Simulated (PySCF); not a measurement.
# Correlation energy of Ge¹⁷⁺ (germanium, charge +17)

[Ne] 3s2 3p3, high-spin 4S determinant. Computed with PySCF 2.14 in an uncontracted even-tempered set (18 s from 1.5 bohr⁻², ratio 2.5; 12 p from 2 bohr⁻², ratio 2.5; 5 d from 9.5 bohr⁻², ratio 2.7; 4 f from 14 bohr⁻², ratio 2.7), with scalar relativity by spin-free X2C-1e. Frozen: 1s2; 13 electrons correlated; the 21 highest virtual orbitals of each spin left out.

| level | correlation energy (mhartree) |
| --- | --- |
| CCSD | -493.17 |
| (T) | -1.98 |
| CCSD(T) | -495.15 |

Diagnostics: T1 = 0.00087, D1 = 0.0028, largest double amplitude 0.034.

Problem. Is a single reference adequate?

Solution. Yes, within this model without spin-orbit coupling: T1 lies below 0.03 and no double amplitude reaches 0.07.

At this charge the one-electron X2C treatment keeps the bare 1/r₁₂, with no two-electron picture change or Breit term. The effect here is smaller than on the frozen 1s shell; and a scalar Hamiltonian misses the large spin-orbit splitting of the p shells, which matters for ns² → np² pairs.

Spin-orbit coupling is strong in this species, so the high-spin LS determinant is a model state.
